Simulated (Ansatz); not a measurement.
Reaction (redistribution): `C[SiH](O)C(N)=O` + `OBN[SiH3]` → `C[SiH](O)BO` + `NC(=O)N[SiH3]`

Calculated with Ansatz (gas phase, PBE0-D4/def2-TZVP geometries, no zero-point term in ΔE). CCSD(T)/CBS adds triple-zeta CCSD(T) − MP2 to the extrapolated MP2 energy (def2 sets, frozen cores). DFT in def2-TZVPP. Each species was taken in one conformer, which may not be the lowest.

`C[SiH](O)C(N)=O`:

Z-matrix (Å, degrees):
```
C
Si 1 1.859
H 1 1.092 2 110.9
H 1 1.094 2 111.1 3 -120.7
H 1 1.093 2 110.3 3 119.8
O 2 1.637 1 112.8 3 -60.1
C 2 1.928 1 111.8 3 53.1
H 2 1.490 1 109.6 3 175.1
H 6 0.968 2 109.5 1 118.1
N 7 1.349 2 122.4 1 63.3
O 7 1.225 2 115.7 1 -115.7
H 10 1.004 7 121.6 2 4.4
H 10 1.009 7 119.3 2 179.1
```

`OBN[SiH3]`:

```xyz
10

O    -1.360    0.871    0.804
B    -1.310   -0.042   -0.214
N    -0.039   -0.522   -0.589
Si    1.477   -0.053    0.129
H    -2.248    1.160    1.013
H    -2.309   -0.420   -0.766
H    -0.007   -1.194   -1.338
H     1.530   -0.399    1.572
H     1.726    1.403   -0.019
H     2.538   -0.805   -0.592
```

`C[SiH](O)BO`:

```xyz
12

C    -0.384    0.293    1.697
Si   -0.709   -0.049   -0.104
O    -1.534    1.275   -0.682
B     0.975   -0.394   -1.188
O     2.031   -0.978   -0.575
H    -1.319    0.433    2.243
H     0.223    1.193    1.819
H     0.157   -0.544    2.147
H    -1.573   -1.272   -0.219
H    -1.720    1.294   -1.621
H     1.071   -0.120   -2.362
H     2.783   -1.129   -1.155
```

`NC(=O)N[SiH3]`:

Z-matrix (Å, degrees):
```
Si
N 1 1.750
H 1 1.480 2 111.4
H 1 1.488 2 103.4 3 117.4
H 1 1.480 2 112.2 3 -125.0
C 2 1.369 1 116.3 3 63.4
H 2 1.006 1 123.5 3 -124.1
O 6 1.219 2 120.0 1 -0.9
N 6 1.368 2 117.1 1 177.5
H 9 1.005 6 114.7 2 169.5
H 9 1.004 6 120.1 2 23.1
```

| level | ΔE (kcal/mol) |
| --- | --- |
| PBE0-D4 | 30.7 |
| ωB97M-V | 33.1 |
| B2PLYP | 33.0 |
| r2SCAN | 32.4 |
| MP2/def2-TZVPP | 33.6 |
| SCS-MP2/def2-TZVPP | 32.8 |
| CCSD(T)/def2-TZVPP | 32.1 |
| CCSD/CBS(def2) | 32.2 |

Question: What does CCSD(T)/CBS give? (Estimate.)

Answer: Ansatz gave: +32.7 kcal/mol. The listed levels differ from it by -2.0, 0.4, 0.3, -0.3, 0.9, 0.1, -0.6, -0.5 kcal/mol.

Largest T1 diagnostic among the species: 0.015.

In def2-TZVPP, CCSD(T) changes the Hartree–Fock value by +2.1 kcal/mol (the triples alone add +0.5 kcal/mol) and MP2 by +3.5 kcal/mol.
